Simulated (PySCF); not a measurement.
AlF4, SMILES [F][Al-]([F])([F])[F], charge -1. Geometry: PBE-D3(BJ)/def2-SVPD. The isomer is the one that the SMILES or the coordinates give; other isomers of the formula were not compared.

Level of theory: PBE-D3(BJ)/def2-SVPD (PySCF).

Harmonic wavenumbers (cm⁻¹): 181, 181, 281, 281, 281, 578, 751, 751, 751. Rotational constants (GHz): 3.333, 3.333, 3.333; symmetry number 12.

Problem. Work out the zero-point energy and the ideal-gas rigid-rotor harmonic-oscillator thermochemistry at 298.15 K and 1 atm.

Solution. ZPE = ½ Σ hcν = ½ × 4035 cm⁻¹ = 24.14 kJ/mol. H − E(el) = 41.85 kJ/mol. Entropy in J/(mol K): translation 166.55, rotation 90.49, vibration 43.83, total 300.86. G − E(el) = -47.85 kJ/mol. Cp = 84.06 J/(mol K).
